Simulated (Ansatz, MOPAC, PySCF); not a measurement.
Noncovalent pair: H2O (SMILES O) (first 3 atoms) with CH2O (SMILES C=O); geometry from B3LYP-D3(BJ)/def2-TZVP, rigid monomers moved along the line of their centres of mass till H2···O5 is 2.28 Å.
(charge 0, multiplicity 1):
```tsv
atom	x (Å)	y (Å)	z (Å)
O	0.2747	-0.1146	0.5396
H	-0.4627	-0.4410	1.0783
H	-0.0426	-0.1115	-0.3678
C	-0.4484	-0.3786	3.8625
O	-1.3273	-0.8027	3.1571
H	0.4718	0.0589	3.4399
H	-0.5309	-0.4117	4.9636
```

Interaction energies are E(AB) − E(A) − E(B) at the monomers' geometry in the complex; basis-set methods are counterpoise corrected. Rows marked so take none.

Correlated levels freeze the cores. CBS(a, b) extrapolates the correlation energy as X⁻³ and adds the Hartree–Fock energy of set b. Rows in 6-311+G**, 6-31G*, STO-3G carry no dispersion term and start afresh at each structure (6-31G* with six Cartesian d functions). MP2/6-31G* freezes PySCF's default core. The state that PM6, PM7 reach isn't checked; PM7 holds dispersion and hydrogen-bond terms.

Run with Ansatz (a first-principles code) with Gaussian orbitals; MOPAC for PM6, PM7 (differences of heats of formation); PySCF for 6-311+G** rows, 6-31G* rows, STO-3G rows, the dispersion terms. Each number belongs to the level named beside it.

Other levels give for the interaction energy: PBE/def2-TZVPPD -17.2; B3LYP/def2-TZVPPD -16.0; B3LYP-D3(BJ)/def2-TZVPPD -19.6; wB97M-V/def2-TZVPPD -19.3; CCSD(T)/CBS(aug-cc-pVDZ, aug-cc-pVTZ) -19.5 kJ/mol.

Common cheap choices:

| level | interaction energy (kJ/mol) | less -19.5 (CCSD(T)/CBS(aug-cc-pVDZ, aug-cc-pVTZ)) |
|---|---|---|
| PM6 | -15.1 | 4.4 |
| PM7 | -18.4 | 1.0 |
| HF/STO-3G (no counterpoise) | -9.0 | 10.5 |
| B3LYP/6-31G* | -16.2 | 3.3 |
| B3LYP/6-31G* (no counterpoise) | -22.9 | -3.4 |
| B3LYP/6-311+G** (no counterpoise) | -18.0 | 1.4 |
| MP2/6-31G* | -16.5 | 2.9 |
| MP2/6-31G* (no counterpoise) | -24.2 | -4.8 |
